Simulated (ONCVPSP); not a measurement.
**Before and after: ONCV potential for Cl**

* Element: Cl (Z = 17)
* Generator: ONCVPSP 4.0.1
* Type: optimised norm-conserving Vanderbilt (ONCV)
* Functional: PBE
* Relativity: scalar-relativistic
* Frozen core: [Ne]
* Valence charge: 7
* Reference configuration: 3s2 3p4 (charge +1)
* Partial waves: 3s: rc 1.30 bohr, ncon 5, nbas 9, qcut 5.1 1/bohr, 2 projectors, debl 0.5 Ha; 3p: rc 1.50 bohr, ncon 5, nbas 9, qcut 5.7 1/bohr, 3 projectors, debl 0.8 Ha
* Local potential: polynomial inside 0.85 bohr (lpopt 1, dvloc0 0 Ha)
* Core correction: Teter function, fcfact 5.5, rcfact 1

In the s channel the program set the typed energies aside and used -1.179, 0.250 Ha.

Change: core correction Teter function, fcfact 5.5, rcfact 1.22.

Cutoffs: the cutoffs (Ha) at which the residual kinetic energy of the hardest occupied pseudo-wave falls to 1 and 0.1 mHa per electron; they do not see the model core or the augmentation charge, which bear on the density cutoff. Errors are all-electron minus pseudo energies relative to the spin-unpolarised reference configuration.

**Question.** How do hardness, ghosts and transferability respond?

**Answer.** The potential gets neither clearly harder nor softer (25 Ha and 90 Ha → 25 Ha and 90 Ha); both files keep a bound ghost (p); of the 4 tests that both files solve, the error grows in 2 and shrinks in 0 by more than 15 % and 0.3 meV (median size 2.2 → 2.8 meV). A model core, the more so a compact one, raises the density cutoff, which this test does not measure.

```tsv
quantity	base	changed
cutoff, loose	25 Ha	25 Ha
cutoff, tight	90 Ha	90 Ha
bound ghosts	p	p
GHOST(+) flags under 300 eV	s at 115.8 eV	s at 115.8 eV
error for 3s2 3p5, meV [ΔE -13.88 eV]	+2.0	+2.6
error for 3s2 3p3, meV [ΔE 25.45 eV]	+2.4	+3.0
error for 3s2 3p2, meV [ΔE 63.75 eV]	+26	+28
error for 3s1 3p5, meV [ΔE 12.71 eV]	-0.1	-0.2
s: phases at 1.32 bohr within 0.05 rad from the reference energy up to (Ha; the scan ends near 5)	3.8	3.8
p: phases at 1.53 bohr within 0.05 rad from the reference energy up to (Ha; the scan ends near 5)	to the end of the scan	to the end of the scan
rms error of d²Exc/dni dnj with the model core, mHa	1.52	0.53
```

 A true bound ghost makes a file unfit for plane-wave use even where its test errors are small: the radial tests pick states by their node count and pass the ghost by.
